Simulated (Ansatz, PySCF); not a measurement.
Cl₄Ti, charge +1, doublet, geometry from GFN2-xTB (such geometries of metal compounds can be far from the true shape) (the multiplicity is a formal guess). Base run: HF/STO-3G (PySCF).

Here is a job for PySCF.
```python
from pyscf import gto, scf

mol = gto.M(
    atom='''
Ti    0.00000000   -0.00000000   -0.00000000
Cl    1.69747891   -0.53617898   -1.16148900
Cl    0.61687574    0.47973787    1.97668792
Cl   -0.95238075    1.68724787   -0.87415377
Cl   -1.36197391   -1.63080675    0.05895485
''',
    basis='sto-3g',
    charge=1,
    spin=1,
    verbose=4,
)

mf = scf.UHF(mol)
mf.kernel()
```

The same geometry, method and basis name were run in Ansatz (a quantum-chemistry and plane-wave program) and PySCF, at each program's defaults and at the settings that a row names. The base is PySCF at its defaults. Differences at the defaults can come from grids, fitting, cores and function types together.

```tsv
code and settings	ΔE vs base (µEh)	basis functions	E (Eh)	SCF cycles
PySCF, defaults (exact integrals, spherical functions)	0.0	54	-2658.14406	30
Ansatz, defaults (factorised integrals, spherical functions)	-2125	54	-2658.14618	-
PySCF, density fitting with def2-universal-jkfit	-1331	54	-2658.14539	30
Ansatz, high accuracy	-2147	54	-2658.14621	-
```

Open shells are given as the SCF converged; they aren't shown to be the lowest states, and a large step between rows can be another state.
